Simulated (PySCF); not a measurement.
**Atomic charges by several schemes**

Compound: 3-aminophenol, C₆H₇NO.
Z-matrix (Å and degrees, PBE0-D3(BJ)/def2-TZVP geometry), rows numbered from 1:
```
N 
C   1  1.3838
C   2  1.3985  1  120.55
C   3  1.3817  2  119.80  1   177.40
C   4  1.3867  3  121.39  2     0.01
C   5  1.3904  4  118.61  3    -0.03
O   6  1.3574  5  122.21  4   179.83
C   6  1.3859  5  120.79  4     0.00
H   1  1.0062  2  115.39  3    23.95
H   1  1.0063  2  115.65  3   158.53
H   3  1.0842  2  119.78  1    -2.26
H   4  1.0842  3  119.34  2   179.95
H   5  1.0850  4  120.87  3   179.75
H   7  0.9609  6  108.81  5     0.43
H   8  1.0842  2  120.88  1     2.24
```

Density: PBE0/pcSseg-2 (PySCF); schemes: Mulliken, IAO, Hirshfeld and ESP-fitted. One conformer (not necessarily the lowest) at the PBE0-D3(BJ)/def2-TZVP geometry, without solvent, vibrations or thermal averaging.

Problem. Do the Mulliken, IAO, Hirshfeld and ESP-fitted schemes agree on where the charge is lowest?

Solution. The schemes don't all agree: Mulliken O7 (-0.359); IAO N1 (-0.533); Hirshfeld N1 (-0.203); ESP-fitted N1 (-0.736).

Problem. For which atoms does the sign change between the 4 schemes (beyond +0.03 e in one, beyond −0.03 e in another)?

Solution. For none.

Problem. Tabulate the Mulliken, IAO, Hirshfeld and ESP-fitted charges.

Solution. In e:

```
atom                       environment  Mulliken     IAO  Hirshfeld  ESP-fitted
  N1             aniline-type nitrogen    -0.311  -0.533     -0.203      -0.736
  C2  aromatic carbon bearing nitrogen    +0.217  +0.143     +0.050      +0.367
  C3                aromatic CH carbon    -0.070  -0.232     -0.093      -0.377
  C4                aromatic CH carbon    -0.063  -0.130     -0.052      -0.048
  C5                aromatic CH carbon    -0.127  -0.257     -0.103      -0.423
  C6    aromatic carbon bearing oxygen    +0.286  +0.235     +0.070      +0.442
  O7                phenol-type oxygen    -0.359  -0.494     -0.191      -0.586
  C8                aromatic CH carbon    -0.089  -0.250     -0.099      -0.412
  H9                      N–H hydrogen    +0.136  +0.275     +0.129      +0.329
 H10                      N–H hydrogen    +0.137  +0.275     +0.129      +0.319
 H11                 aromatic hydrogen    +0.008  +0.144     +0.043      +0.180
 H12                 aromatic hydrogen    +0.017  +0.155     +0.052      +0.141
 H13                 aromatic hydrogen    -0.001  +0.142     +0.042      +0.165
 H14     phenol-type hydroxyl hydrogen    +0.203  +0.373     +0.177      +0.419
 H15                 aromatic hydrogen    +0.016  +0.154     +0.048      +0.218
```

Mean size of the charges over all atoms: ESP-fitted 0.344 e, IAO 0.253 e, Mulliken 0.136 e, Hirshfeld 0.099 e. Each set sums to the total charge, 0, to within 0.001 e. The Hirshfeld scheme weights the molecular density at each point by an atom's share of the summed free-atom densities.

Problem. Sum the charges by element, for elements with more than one atom.

Solution. 
```
element  atoms  Mulliken     IAO  Hirshfeld  ESP-fitted
      C      6    +0.153  -0.491     -0.227      -0.450
      H      7    +0.517  +1.518     +0.620      +1.772
```

Problem. How closely do the schemes follow one another over all atoms?

Solution. Correlation coefficient and root-mean-square difference: IAO with Hirshfeld 0.99, 0.170 e; IAO with ESP-fitted 0.98, 0.126 e; Hirshfeld with ESP-fitted 0.96, 0.279 e; Mulliken with ESP-fitted 0.93, 0.230 e; Mulliken with IAO 0.91, 0.140 e; Mulliken with Hirshfeld 0.90, 0.090 e.
